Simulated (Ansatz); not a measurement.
Reaction (ligand exchange at the Si–O bond): `[SiH3]OC1=CS1` + `[CH3][In]([NH2])[OH]` → `[CH3][In]([NH2])[O][SiH3]` + `OC1=CS1`

Isolated molecules relaxed with PBE0-D4/def2-TZVP in Ansatz; ΔE leaves out vibrations. CCSD(T)/CBS is the MP2 limit (def2-TZVPP, def2-QZVPP) plus CCSD(T) − MP2 in def2-TZVPP, frozen cores. def2 core potentials past Kr. For In outer-core shells are correlated without core-valence functions, which leaves a few kJ/mol of doubt a bond. One conformer a species, not always the lowest.

```csv
species,HF/def2-TZVPP energy (Eh)
`[SiH3]OC1=CS1`,-839.39869
`[CH3][In]([NH2])[OH]`,-359.97619
`[CH3][In]([NH2])[O][SiH3]`,-650.13477
`OC1=CS1`,-549.25050
```

(1) Work out ΔE.

Largest T1 diagnostic among the species: 0.015.

Results:

(1) ΔE = (-650.13477) + (-549.25050) − (-839.39869) − (-359.97619) = -0.01039 Eh = -6.5 kcal/mol. CCSD(T)/CBS gives -4.6 kcal/mol.

In def2-TZVPP, CCSD(T) changes the Hartree–Fock value by +1.6 kcal/mol (the triples alone add +0.4 kcal/mol) and MP2 by +2.1 kcal/mol. From PBE to PBE0 (25 % exact exchange), in def2-TZVPP and without D4, ΔE moves by −1.0 kcal/mol.
